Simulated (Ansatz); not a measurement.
Dimethylphenylsulfonium bromide, `C[S+](C)c1ccccc1.[Br-]`, relaxed as a singlet with RKS PBE-D4/def2-SVP in Ansatz, starting from the GFN2-xTB geometry. Force threshold 0.03 eV/Å.

Start:

```tsv
atom	x (Å)	y (Å)	z (Å)
C1	0.8272	-2.0814	0.7700
S2	0.9745	-0.3558	1.3105
C3	-0.5043	-0.1728	2.3452
C4	0.1786	0.3430	-0.2245
C5	0.9362	1.3270	-0.8386
C6	0.4983	1.9231	-2.0089
C7	-0.7059	1.5317	-2.5696
C8	-1.4680	0.5526	-1.9545
C9	-1.0296	-0.0398	-0.7816
H10	1.6072	-2.2490	0.0333
H11	0.9903	-2.7278	1.6256
H12	-0.1459	-2.2498	0.3258
H13	-0.3203	-0.6584	3.2978
H14	-0.6535	0.8916	2.4998
H15	-1.3641	-0.6038	1.8469
H16	1.8751	1.6205	-0.3915
H17	1.0975	2.6865	-2.4820
H18	-1.0514	1.9886	-3.4848
H19	-2.4084	0.2458	-2.3886
H20	-1.6496	-0.7966	-0.3216
Br21	2.3160	-1.1752	3.3913
```

Q: Estimate the energy that the relaxation releases and the steps that it takes.

A: 0.27 eV, in 7 steps; 21 s on 4 threads of Arm Neoverse V2 on a shared host. No frequencies were taken in this run, so the end may be a saddle point.

Q: Does the start keep its bonding?

A: Bonds lost: S2–Br21 (atoms count from 1).

Q: Predict the relaxed structure.

A: 
```xyz
21

C     0.861   -2.125    0.802
S     0.946   -0.370    1.288
C    -0.507   -0.168    2.370
C     0.174    0.343   -0.273
C     0.948    1.342   -0.883
C     0.488    1.961   -2.057
C    -0.741    1.579   -2.615
C    -1.512    0.579   -2.001
C    -1.058   -0.043   -0.828
H     1.686   -2.276    0.080
H     1.064   -2.683    1.736
H    -0.115   -2.352    0.335
H    -0.231   -0.699    3.301
H    -0.600    0.919    2.550
H    -1.415   -0.563    1.879
H     1.911    1.635   -0.436
H     1.095    2.744   -2.536
H    -1.102    2.063   -3.535
H    -2.477    0.279   -2.438
H    -1.675   -0.825   -0.359
Br    2.259   -1.341    3.620
```
Bond lengths: 6 × C–C 1.40 to 1.41 Å; 3 × C–S 1.82 to 1.88 Å; 11 × C–H 1.10 to 1.11 Å.
